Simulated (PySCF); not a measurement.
The complex VCl4 (charge 0) contains V(IV), shell d1. The structure is a PBE0-D3(BJ)/def2-TZVP geometry optimised for multiplicity 2; coordination tetrahedral, point group D2d, metal–donor distances 2.12 Å.

```
5

V     0.000    0.000    0.000
Cl    1.185    1.244    1.244
Cl    1.185   -1.244   -1.244
Cl   -1.185   -1.244    1.244
Cl   -1.185    1.244   -1.244
```

Method (PySCF 2.14, density fitting): CASSCF(1,5) with orbitals averaged over all microstates of the shell, strongly contracted NEVPT2 on the averaged canonical orbitals; basis x2c-TZVPall on the metal, x2c-SVPall elsewhere; spin-free X2C; gas phase; spin-orbit coupling by state interaction with the mean-field operator over all roots.

(1) What is the ground state?

(2) List the excited states of the same spin.

(3) Give the fitted ligand-field and repulsion parameters.

(4) What are the magnetic parameters?

No frequencies were computed for the optimised geometry. Charge-transfer states lie outside this active space and may come lower than some of these levels. NEVPT2 lifts 2E (from 2T2) from 8524 to 9808 cm⁻¹; on the d shell alone such lifts tend to overshoot. An active orbital has only 0.73 squared overlap with the free ion's shell, so the metal shell alone is a small active space here. NEVPT2 on the d shell alone tends to put d–d bands too high for such charged or covalently bound ions.

The job took 8.2 s on one thread of Arm Neoverse V1 (shared host), with 120 basis functions, launched as `OMP_NUM_THREADS=1 python lf_run.py task.json out`.

## Answers

(1) 2A1 (from 2E) (S = 1/2, orbital degeneracy 1), with 1.0 electrons in the lower (e-type) set and 0.0 in the upper (t2-type) set, by NEVPT2.

(2) By NEVPT2: 2B1 (from 2E) at 366 cm⁻¹; 2E (from 2T2) at 9808 cm⁻¹ (1020 nm); 2B2 (from 2T2) at 11207 cm⁻¹ (892 nm). The strongest, at 11207 cm⁻¹, has f = 2.0e-03.

(3) At NEVPT2 level: orbital energies 0, 366, 9808, 9808, 11207 cm⁻¹; 10Dq = 10091 cm⁻¹ (difference of the means of the two sets); ζ = 144 cm⁻¹ (free ion 245), lowered by covalency.

(4) The ground doublet has g = 1.922, 1.922, 2.001. μeff is 1.73 μB at 300 K and 1.69 μB at 10 K; the spin-only value is 1.73 μB.
